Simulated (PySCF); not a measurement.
NaAs⁺: input and log

State: ⁴Σ⁻ (quartet), unpaired electrons σ ↑, π ↑↑.

An equivalent input (the run itself took its basis sets from the Basis Set Exchange, started from a PBE0 density and held the occupation σ 11α 10β, πx 5α 4β, πy 5α 4β, δx 1α 1β, δy 1α 1β):

```python
from pyscf import gto, dft
mol = gto.M(atom='Na 0 0 0; As 0 0 3.203', basis={'Na': 'def2-SVP', 'As': 'def2-SVP'},
            charge=1, spin=3, verbose=4, symmetry='C2v')
mf = dft.UKS(mol, xc='HSE06')
mf.grids.atom_grid = (80, 434)
mf.grids.prune = dft.gen_grid.treutler_prune
mf.irrep_nelec = {'A1': (12, 11), 'A2': (1, 1), 'B1': (5, 4), 'B2': (5, 4)}
mf.conv_tol = 1e-9
mf.max_cycle = 60
mf.diis_space = 10
mf.kernel()
```

The log (some set-up lines and the per-cycle HOMO/LUMO lines removed):

```
******** <class 'pyscf.dft.uks_symm.SymAdaptedUKS'> ********
method = SymAdaptedUKS
damping factor = 0
level_shift factor = 0
DIIS = <class 'pyscf.scf.diis.CDIIS'>
diis_start_cycle = 1
diis_space = 10
diis_damp = 0
SCF conv_tol = 1e-09
SCF conv_tol_grad = None
SCF max_cycles = 60
number electrons alpha = 23  beta = 20
Set gradient conv threshold to 3.16228e-05
init E= -2397.19883813101
cycle= 1 E= -2397.19886316649  delta_E= -2.5e-05  |g|= 0.0103  |ddm|= 0.0179
cycle= 2 E= -2397.19886586377  delta_E= -2.7e-06  |g|= 0.00923  |ddm|= 0.0104
cycle= 3 E= -2397.19887925925  delta_E= -1.34e-05  |g|= 0.00014  |ddm|= 0.00502
cycle= 4 E= -2397.19887927157  delta_E= -1.23e-08  |g|= 5.03e-05  |ddm|= 0.000478
cycle= 5 E= -2397.19887927349  delta_E= -1.93e-09  |g|= 1.12e-05  |ddm|= 9.97e-05
cycle= 6 E= -2397.19887927363  delta_E= -1.37e-10  |g|= 2.86e-06  |ddm|= 2.42e-05
Extra cycle  E= -2397.19887927364  delta_E= -1.23e-11  |g|= 1.28e-06  |ddm|= 6.43e-06
converged SCF energy = -2397.19887927364  <S^2> = 3.7504141  2S+1 = 4.000207
```

Repeating this along the bond gives Re = 3.203 Å and ωe = 103 cm⁻¹.

A point of this curve took 1 CPU seconds beside 0.17 for the integrals, on Arm Neoverse N1 (shared host).

Spin–orbit coupling is left out. The state is the lowest determinant that a PBE0 search found; another state may lie lower at other levels.
